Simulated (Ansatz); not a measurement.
`[F][Zr]([F])([F])[F]` + HBr → `[F][Zr]([F])([F])[Br]` + H–F at 500 K and 1 bar (ligand exchange at a Zr–F bond).

Calculated with Ansatz (gas phase, PBE0-D4/def2-TZVP geometries, no zero-point term in ΔE). CCSD(T)/CBS adds triple-zeta CCSD(T) − MP2 to the extrapolated MP2 energy (def2 sets, frozen cores). This one scheme is used for every species. def2 core potentials past Kr. For Br, Zr outer-core shells are correlated without core-valence functions, which leaves a few kJ/mol of doubt a bond. Scalar relativity is left out up to krypton.

| species | CCSD(T)/CBS energy (Eh) | H − E (kJ/mol) | S (J/(mol·K)) |
| --- | --- | --- | --- |
| `[F][Zr]([F])([F])[F]` | -446.49023 | 59.5 | 369.9 |
| HBr | -2573.91920 | 30.5 | 213.7 |
| `[F][Zr]([F])([F])[Br]` | -2920.00900 | 58.5 | 406.3 |
| H–F | -100.39570 | 39.4 | 188.7 |

H − E and S are ideal-gas, rigid-rotor, harmonic terms from PBE0-D4/def2-TZVP. 1 Eh = 2625.50 kJ/mol, R = 8.31446 J/(mol·K).

**Question.** By hand: ΔE, ΔH, ΔS and ΔG.

**Answer.** ΔE = (-2920.00900) + (-100.39570) − (-446.49023) − (-2573.91920) = 0.00473 Eh = 12.4 kJ/mol. Δ(H − E) = 58.5 + 39.4 − 59.5 − 30.5 = 7.9, so ΔH = 20.3 kJ/mol. ΔS = 406.3 + 188.7 − 369.9 − 213.7 = 11.4 J/(mol·K). ΔG = 20.3 − 500 × (11.4)/1000 = 14.6 kJ/mol.

**Question.** By hand: the equilibrium constant, and the temperature at which ΔG would vanish if ΔH and ΔS stayed fixed.

**Answer.** log₁₀ K = −ΔG/(RT ln 10) = -1.5. ΔG = 0 at ΔH/ΔS = 1781 K, though so small a ΔS makes that figure unsure.

The number of gas molecules stays the same, so ΔS is small and ΔH decides. A doubt of 5 kJ/mol in ΔE shifts log₁₀ K by 0.5 here. These are equilibria of isolated gas molecules and say nothing of rates. Largest T1 diagnostic: 0.018 (customary marks: 0.02 for closed shells, 0.045 for open ones).
